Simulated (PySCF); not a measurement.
# Exercise with solution: entropy of an ideal gas

H₂Te, SMILES [TeH2].

The structure is a stationary point at PBE0-D3(BJ)/def2-TZVPD. The def2 effective core potentials stand for the cores of Te; spin–orbit coupling is left out.

PBE0-D3(BJ)/def2-TZVPD run with PySCF gives the harmonic wavenumbers 888, 2165, 2173 cm⁻¹ and the rotational temperatures 8.9753, 8.7181, 4.4224 K. The molar mass is 129.62 g/mol, the symmetry number 2, the spin multiplicity 1.

Q: Work out the entropy at 298.15 K and 1 atm in the rigid-rotor, harmonic-oscillator model.

A: 
Translation (Sackur–Tetrode at 1 atm): S = R[1.5 ln M + 2.5 ln T − 1.16487] = 169.4 J/(mol K).
Rotation: q = (√π/σ) T^1.5/√(θA θB θC) = 245, S = R[ln q + 3/2] = 58.2 J/(mol K).
Vibration: with u = 1.4388 ν/T, each mode gives R[u/(e^u − 1) − ln(1 − e^−u)]:
```json
[
 {"ν (cm⁻¹)": "888", "modes": "1", "u": "4.29", "S (J/(mol K))": "0.61"}
]
```
The stiffer modes add less than 0.005 each. Sum 0.6 J/(mol K).
Spin: R ln 1 = 0.0 J/(mol K).
Total 228.3 J/(mol K); the program's own thermochemistry gives 228.3. Translation makes up 74 % and vibration 0 %. Anharmonicity, hindered rotation and orbital degeneracy are left out.
